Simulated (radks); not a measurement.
Q: Ni II, 27 electrons, occupied as [Ar] 3d8 4p1 (not the ground configuration). All-electron calculation, scalar-relativistic Kohn-Sham, PBE, spin-unpolarised, spherical densities, point nucleus. Program: a radial shooting solver on a logarithmic mesh with Libxc functionals. Some entries of the table are withheld. Estimate them.

| orbital | occ. | eigenvalue (hartree) | <r^2> (bohr^2) | <1/r> (bohr^-1) |
|---|---|---|---|---|
| 1s | 2 | -302.1908 | 0.003935 | 28.09 |
| 2s | 2 | -36.46852 | 0.07079 | 6.071 |
| 2p | 6 | -31.42914 | (1) | 5.957 |
| 3s | 2 | -4.47710 | 0.6335 | 1.917 |
| 3p | 6 | (2) | 0.7163 | 1.769 |
| 3d | 8 | -0.71735 | (3) | (4) |
| 4p | 1 | (5) | 11.95 | 0.3987 |

A: 
(1) 2p <r^2> (bohr^2): 0.05690
(2) 3p eigenvalue (hartree): -3.01975
(3) 3d <r^2> (bohr^2): 1.279
(4) 3d <1/r> (bohr^-1): 1.377
(5) 4p eigenvalue (hartree): -0.30889
